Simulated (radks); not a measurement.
These are the eigenvalues of the occupied orbitals of an atom or ion with whole-number occupations (hartree). All-electron calculation, Dirac Kohn-Sham, OLYP, spin-unpolarised, spherical densities, point nucleus. Program: a radial shooting solver on a logarithmic mesh with Libxc functionals.

1s1/2: -975.4502
2s1/2: -146.0395
2p1/2: -136.0615
2p3/2: -128.9904
3s1/2: -28.31841
3p1/2: -24.32061
3p3/2: -23.05531
3d3/2: -15.98988
3d5/2: -15.73213
4s1/2: -5.20494
4p1/2: -3.91655
4p3/2: -3.69940
4d3/2: -1.70685
4d5/2: -1.67818

Which element is it, and in what charge state? The configuration may be excited. Open shells, if any, are shared by 2j + 1.

Answer. Z = 48, cadmium, charge +3: Cd3+ in [Kr] 4d9. The list shows which subshells hold electrons but not how many an open one holds; the 1s level, -975.45 hartree, gives Z - s = 44.2 by -(Z - s)^2/2, which with screening and relativity narrows Z to a few neighbours, and the depths of the outer levels then fix element, charge and occupations together.
